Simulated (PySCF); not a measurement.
Stretching RuO

Set-up: PySCF, scalar-relativistic core potentials, basis sets Ru def2-TZVPP with ECP28, O def2-TZVPP. Energies in eV from Ru (4d7 5s1) + O in their ground configurations at the same level. All curves are PBE0. state 1: ⁵Δ (quintet), unpaired electrons σ ↑, π ↑↑, δ ↑; state 2: Ms = 1 determinant of mixed spin (⟨S²⟩ near 3.0), unpaired electrons σ ↑, π ↑↓, δ ↑, a mixture of terms (⟨Lz²⟩ = 6.0), a second solution, started from another occupation; state 3: Ms = 1 determinant of mixed spin (⟨S²⟩ near 3.0), unpaired electrons σ ↓, π ↑↑, δ ↑, a second solution, started from another occupation; state 4: ³Σ⁻ (triplet), unpaired electrons π ↑↑, a second solution, started from another occupation.

```csv
R (Å),state 1,state 2,state 3,state 4
1.454,-2.886,-2.021,-1.981,-2.226
1.522,-3.947,-3.102,-3.066,-3.190
1.589,-4.527,-3.702,-3.661,-3.692
1.640,-4.728,-3.919,-3.869,-3.840
1.691,-4.781,-3.987,-3.923,-3.841
1.742,-4.720,-3.944,-3.861,-3.728
1.809,-4.512,-3.767,-3.649,-3.448
1.894,-4.121,-3.444,-3.248,-2.962
1.995,-3.548,-3.031,-2.660,-2.270
2.131,-2.736,-2.521,-1.833,-1.380
```

Q: Put a parabola through the three lowest points of the state 1 curve and estimate Re, k and ωe (reduced mass 13.82 u; 1 eV/Å² = 0.16022 mdyn/Å; ωe = 1302.8·√(k/μ) cm⁻¹).

A: Through R = 1.64, 1.691, 1.742 Å the second-order coefficient is 21.9 eV/Å², so Re ≈ 1.689 Å, k ≈ 7.02 mdyn/Å and ωe ≈ 929 cm⁻¹. A polynomial fit of higher order to the unrounded PBE0 energies gives Re = 1.687 Å, k = 7.17 mdyn/Å, ωe = 938 cm⁻¹; anharmonicity and rounding make the difference.

The higher-order fit for each curve: state 1: Re = 1.687 Å, ωe = 938 cm⁻¹, De = 4.78 eV; state 2: Re = 1.694 Å, ωe = 912 cm⁻¹, minimum 3.99 eV below the ground-state fragments; state 3: Re = 1.687 Å, ωe = 950 cm⁻¹, minimum 3.92 eV below the ground-state fragments; state 4: Re = 1.665 Å, ωe = 994 cm⁻¹, minimum 3.86 eV below the ground-state fragments.

The metal atom is held in its measured ground configuration; semilocal functionals can put another filling of s and d lower by some tenths of an eV, and De to that atom would be smaller. ⟨S²⟩ of the unrestricted solution departs from its pure value on part of the curve, where spin states mix. Spin–orbit coupling is left out, which matters for elements this heavy, above all for dissociation energies. The state is the lowest single determinant that the PBE0 search found; with open d or f shells the true ground state can be another one.
